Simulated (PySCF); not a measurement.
# Computed records: AlH3NOSi, H5O2Si2, H4O2Si2, FH4OSi2

Calculation on a computer-drawn molecule: optimised geometry and harmonic frequencies of an isolated molecule of the commonest isotopes, restricted reference for singlets and unrestricted otherwise, frozen core in MP2. Program: PySCF 2.14.0.

Common to all runs: basis cc-pV(D+d)Z.

(1) AlH3NOSi

Start structure:
```xyz
7
AlH3NOSi
O     -0.5879    -1.1828     0.0821
Si    -1.2024     0.3134    -0.3611
N     -1.4529     0.7769    -1.9460
Al    -1.8326     1.6653    -3.3136
H     -0.3873    -1.9550    -0.3725
H     -1.3445     0.9905     0.9303
H     -2.1666     2.4134    -4.5695
```

Settings of this run: charge 1, multiplicity 1 and method HF.

It finds rotational constants 29.61, 1.938, 1.819 GHz; total energy -661.7475 hartree; convergence status largest gradient component 6.866e-06 hartree/bohr.

Drawn bonds:
```
atom  other atom  order
   1           2      1
   2           3      1
   3           4      2
   1           5      1
   2           6      1
   4           7      1
```

Optimised structure:
```xyz
7
AlH3NOSi
O     -0.6319    -1.1626     0.0343
Si    -1.1699     0.2853    -0.3276
N     -1.4531     0.8434    -1.7867
Al    -1.8052     1.5962    -3.2240
H     -0.4207    -1.8532    -0.5814
H     -1.3667     1.0339     0.9003
H     -2.1267     2.2787    -4.5652
```

Modes:
```
frequency (cm⁻¹)  reduced mass (dalton)
           105.9                  5.117
           142.1                   4.15
           348.7                  4.491
             467                  1.203
           469.4                  1.192
             505                  1.349
           641.9                  5.774
           672.1                  1.256
           788.5                    1.4
           951.8                  1.115
            1060                  8.208
            1443                  13.92
            2176                  1.052
            2487                  1.045
            4133                  1.068
```

(2) AlH3NOSi

Start structure:
```xyz
7
AlH3NOSi
O     -0.6319    -1.1626     0.0343
Si    -1.1699     0.2853    -0.3276
N     -1.4531     0.8434    -1.7867
Al    -1.8052     1.5962    -3.2240
H     -0.4207    -1.8532    -0.5814
H     -1.3667     1.0339     0.9003
H     -2.1267     2.2787    -4.5652
```

Here we set charge 1, multiplicity 1 and method MP2.

Results for AlH3NOSi: rotational constants 32.04, 1.861, 1.759 GHz; total energy -662.2282 hartree; convergence status largest gradient component 3.112e-05 hartree/bohr.

Drawn bonds:
```
atom  other atom  order
   1           2      1
   2           3      1
   3           4      2
   1           5      1
   2           6      1
   4           7      1
```

Optimised structure:
```xyz
7
AlH3NOSi
O     -0.6195    -1.1839     0.1145
Si    -1.1626     0.2635    -0.3382
N     -1.4296     0.7664    -1.8482
Al    -1.8163     1.6231    -3.2470
H     -0.4108    -1.8733    -0.5362
H     -1.3791     1.0626     0.8634
H     -2.1563     2.3634    -4.5588
```

Modes:
```
frequency (cm⁻¹)  reduced mass (dalton)
           74.04                  5.799
             101                  5.241
           308.8                    5.4
           425.5                  1.148
           433.1                  1.177
           468.6                  1.446
           605.7                  7.303
           629.1                  1.156
           769.6                  1.311
           904.1                  1.127
            1005                  7.116
            1360                  13.98
            2124                  1.052
            2416                  1.045
            3842                  1.067
```

(3) H5O2Si2

Start structure:
```xyz
9
H5O2Si2
O     -0.8007    -0.2038    -0.4072
Si    -0.8102     0.9127     0.7497
O      0.7574     1.7711     0.2368
Si     2.0150     2.3244    -0.3889
H     -1.4245    -0.8375    -0.5680
H     -1.7173     1.9762     0.5776
H     -0.3871     0.4386     2.1030
H      2.6154     3.3512     0.3369
H      2.4458     1.6626    -1.6596
```

Settings of this run: charge 1, multiplicity 1 and method HF.

The calculation gives: rotational constants 11.39, 2.515, 2.112 GHz; total energy -730.3694 hartree; convergence status largest gradient component 1.962e-06 hartree/bohr.

Drawn bonds:
```
atom  other atom  order
   1           2      1
   2           3      1
   3           4      1
   1           5      1
   2           6      1
   2           7      1
   4           8      1
   4           9      1
```

Optimised structure:
```xyz
9
H5O2Si2
O     -0.5898    -0.0437    -0.4983
Si    -0.7294     0.9686     0.7642
O      0.6738     1.9433     0.5045
Si     1.9252     2.2436    -0.3612
H     -1.1945    -0.7450    -0.7003
H     -1.8594     1.8902     0.6861
H     -0.5313     0.3469     2.0705
H      2.7753     3.3491     0.0553
H      2.2239     1.4426    -1.5403
```

Modes:
```
frequency (cm⁻¹)  reduced mass (dalton)
           60.44                  1.211
           81.55                  5.065
           169.9                  2.448
             199                  1.116
           369.8                  5.322
           563.6                  5.396
           737.1                   1.21
           756.9                   1.33
           761.6                   1.18
             784                  1.184
           810.7                   1.19
           932.1                  2.618
           993.9                  1.464
            1043                   1.11
            1062                  1.125
            1225                  8.903
            2423                  1.027
            2436                  1.057
            2447                  1.027
            2495                  1.062
            4148                  1.068
```

(4) H4O2Si2

Start structure:
```xyz
8
H4O2Si2
O     -1.2034    -1.4458    -1.8113
Si    -0.4291    -0.5085    -0.8440
O      0.8509    -1.1249     0.0210
Si     2.1145    -2.1768     0.3741
H     -0.7378    -1.9253    -2.5155
H     -1.3680    -0.1951     0.2530
H      0.1710     0.6319    -1.5169
H      2.0628    -3.0501    -0.8376
```

It was run with charge 0, multiplicity 1 and method HF.

It finds rotational constants 11.88, 2.449, 2.099 GHz; total energy -730.0179 hartree; convergence status largest gradient component 1.687e-05 hartree/bohr.

Drawn bonds:
```
atom  other atom  order
   1           2      1
   2           3      1
   3           4      1
   1           5      1
   2           6      1
   2           7      1
   4           8      1
```

Optimised structure:
```xyz
8
H4O2Si2
O     -1.0552    -1.6153    -1.7229
Si    -0.3915    -0.4807    -0.7443
O      0.8513    -1.1050     0.1437
Si     2.0284    -2.2516     0.2933
H     -0.5326    -2.0127    -2.4035
H     -1.4568    -0.0480     0.1651
H      0.1552     0.6418    -1.5289
H      1.8621    -2.9229    -1.0797
```

Modes:
```
frequency (cm⁻¹)  reduced mass (dalton)
           74.44                  2.393
            96.4                  5.575
           197.7                  1.301
           262.1                  1.272
           390.3                  4.332
           606.4                   8.26
           703.2                  1.254
           821.8                   1.09
           884.2                  2.088
           937.7                  1.826
           970.8                  1.149
            1003                  1.855
            1056                  1.152
            1089                  2.717
            2023                  1.044
            2336                  1.043
            2387                  1.039
            4173                  1.067
```

(5) FH4OSi2

Start structure:
```xyz
8
FH4OSi2
O     -0.4626    -0.7657     1.1207
Si     1.1704    -1.0400     1.2796
Si     1.3522    -2.0560    -0.7071
F      2.9350    -2.3555    -0.9127
H     -0.9123    -0.2577     1.7961
H      1.4443    -1.8556     2.4062
H      1.7947     0.2529     1.6120
H      1.0415    -1.5080    -2.0973
```

Settings of this run: charge 0, multiplicity 2 and method HF.

The calculation gives: rotational constants 12.53, 2.038, 1.806 GHz; total energy -754.5636 hartree; spin squared 0.7571; convergence status largest gradient component 2.795e-05 hartree/bohr.

Drawn bonds:
```
atom  other atom  order
   1           2      1
   2           3      1
   3           4      1
   1           5      1
   2           6      1
   2           7      1
   3           8      1
```

Optimised structure:
```xyz
8
FH4OSi2
O     -0.5804    -0.7359     1.2380
Si     1.0520    -1.0127     1.2447
Si     1.4503    -2.1319    -0.7917
F      3.0341    -2.5039    -0.8929
H     -0.9751    -0.2596     1.9534
H      1.4553    -1.8707     2.3827
H      1.8058     0.2595     1.3568
H      1.1211    -1.3304    -1.9936
```

Modes:
```
frequency (cm⁻¹)  reduced mass (dalton)
           54.12                  5.345
           128.1                  6.304
           212.1                  1.075
           231.5                   11.1
           440.7                  1.079
           471.1                  7.061
           683.9                  1.291
           778.9                  1.128
           811.1                  1.129
           834.6                  1.499
           876.6                  3.827
           882.9                  3.795
            1001                   1.36
            1050                  1.059
            2289                  1.044
            2300                  1.046
            2307                  1.033
            4166                  1.067
```
